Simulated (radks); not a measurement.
Effect of the nuclear size on the oxygen ion O+, [He] 2s2 2p3. All-electron calculation, Dirac Kohn-Sham, relativistic LDA (MacDonald-Vosko exchange, VWN5 correlation), spin-unpolarised, spherical densities, finite nucleus; open shells fill j = l - 1/2 first; Fermi nuclear charge, rms radius 2.6991 fm. Program: a radial shooting solver on a logarithmic mesh with Libxc functionals. The rms radius is varied about that value; shifts are against it.

rms radius (fm)	total energy shift (eV)	density at nucleus (e/bohr^3)	1s1/2 shift (meV)
2.1863	-0.000131	318.5	-0.051
2.4292	-0.0000718	318.3	-0.028
2.6991	0	318.2	0.000
2.7936	0.0000269	318.1	0.011
3.1822	0.000147	317.9	0.058

Slopes of the eigenvalues against <r^2> in GHz/fm^2, as finite differences over the two radii next to the reference (eigenvalue slopes, not the field-shift constants of lines): 1s1/2 4.91.
